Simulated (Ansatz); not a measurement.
Consider the formal exchange of groups at the Si–Br bond: `OC(F)[SiH2]Br` + BH₃ → `B[SiH2]C(O)F` + HBr.

Gas-phase electronic energies from Ansatz, PBE0-D4/def2-TZVP geometries. CBS: MP2 limit from def2 TZ/QZ plus the TZ coupled-cluster correction, frozen cores. This one scheme is used for every species. Functionals use def2-TZVPP. For Br outer-core shells are correlated without core-valence functions, which leaves a few kJ/mol of doubt a bond. Scalar relativity is left out up to krypton. Each species was taken in one conformer, which may not be the lowest.

`OC(F)[SiH2]Br`:

```xyz
9

O     0.468   -1.501   -0.451
C    -0.365   -0.413   -0.524
F    -1.682   -0.790   -0.239
Si    0.140    0.862    0.803
Br    2.080    1.755    0.210
H     0.344   -2.061   -1.224
H    -0.397    0.020   -1.532
H    -0.875    1.938    0.845
H     0.288    0.190    2.111
```

BH₃:

Z-matrix (Å, degrees):
```
B
H 1 1.193
H 1 1.193 2 120.0
H 1 1.193 2 120.0 3 180.0
```

`B[SiH2]C(O)F`:

```xyz
11

B     1.581   -0.231   -1.236
Si    0.696   -0.363    0.561
C    -1.060    0.401    0.561
O    -1.815   -0.250   -0.392
F    -0.955    1.758    0.236
H     2.567   -0.867   -1.468
H     1.173    0.500   -2.086
H     0.581   -1.764    1.055
H     1.512    0.405    1.548
H    -1.546    0.383    1.545
H    -2.735    0.028   -0.323
```

HBr:

Z-matrix (Å, degrees):
```
Br
H 1 1.420
```

```tsv
level	ΔE (kJ/mol)
r2SCAN	105.0
SCS-MP2/def2-QZVPP	118.3
```

Task: What does CCSD(T)/CBS give? (Best estimate.)

Result: Ansatz gave: +110.0 kJ/mol. The listed levels differ from it by -5.0, 8.3 kJ/mol.

Largest T1 diagnostic among the species: 0.012.

In def2-TZVPP, CCSD(T) changes the Hartree–Fock value by −17.2 kJ/mol (the triples alone add −0.8 kJ/mol) and MP2 by −4.2 kJ/mol. From PBE to PBE0 (25 % exact exchange), in def2-TZVPP and without D4, ΔE moves by +6.7 kJ/mol.
